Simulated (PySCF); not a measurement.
Diatomic anions of Mg with the fourth-period p block

MP2 with double-zeta basis sets in PySCF, for the lowest determinant that a PBE0 search found; no spin–orbit coupling. De refers to high-spin ground-configuration atoms (the charge goes to the atom of lower measured ionisation energy or higher electron affinity, which is not always the lowest computed limit).

| M | basis | reference, frozen orbitals | charged atom | state (unpaired electrons) | Re (Å) | ωe (cm⁻¹) | De (eV) |
| --- | --- | --- | --- | --- | --- | --- | --- |
| Ge | aug-cc-pVDZ/aug-cc-pVDZ-PP | UHF, 5 | Ge− | quartet (σ ↑, π ↑↑) | 2.774 | 186 | 0.81 |
| Se | aug-cc-pVDZ/aug-cc-pVDZ-PP | UHF, 5 | Se− | doublet (σ ↑) | 2.362 | 394 | n/a |
| Br | aug-pcseg-1 | RHF, 10 | Br− | singlet (closed shell) | 2.693 | 200 | 0.85 |

The shortest bond is that of MgSe⁻ (2.362 Å), the longest that of MgGe⁻ (2.774 Å).

The rows differ in basis set, which adds steps of its own.

The state changes along the series, so neighbouring rows are not always alike in their bonding.

Correlated steps freeze the inner cores (5 to 10 orbitals); shallow outer-core shells are correlated. Correlated levels converge slowly with the basis: in double zeta they bind strong bonds too weakly, by up to about 1 eV, and carry superposition errors of some tenths. For an ion De counts to the pair picked by the measured ionisation energies or electron affinities, which need not be the lowest pair at this level. States were picked by a PBE0 search and need not be the measured ground states.
